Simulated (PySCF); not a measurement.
Silicon: a sound run and one with changed settings

Sound run: Si⁺ [Ne] 3s2 3p1, Si²⁺ [Ne] 3s2. Computed with PySCF 2.14 in 6-31G*, with the non-relativistic Hamiltonian (point nucleus). The sound run starts from symmetry-adapted Hartree-Fock orbitals and uses a fine grid where one is needed.

Changed run: initial guess minao, at most 50 SCF cycles, level shift 10.0 hartree.

| species | method | sound run (hartree) | changed run (hartree) | converged |
| --- | --- | --- | --- | --- |
| Si⁺ | UHF | -288.55052 | -288.55051 | no |
| Si⁺ | PBE0 | -288.92649 | -288.92645 | no |
| Si⁺ | B3LYP | -289.07166 | -289.07161 | no |
| Si²⁺ | UHF | -287.96908 | -287.96908 | no |
| Si²⁺ | PBE0 | -288.32151 | -288.32149 | no |
| Si²⁺ | B3LYP | -288.46718 | -288.46717 | no |

A level shift slows the SCF but leaves a converged energy unchanged.
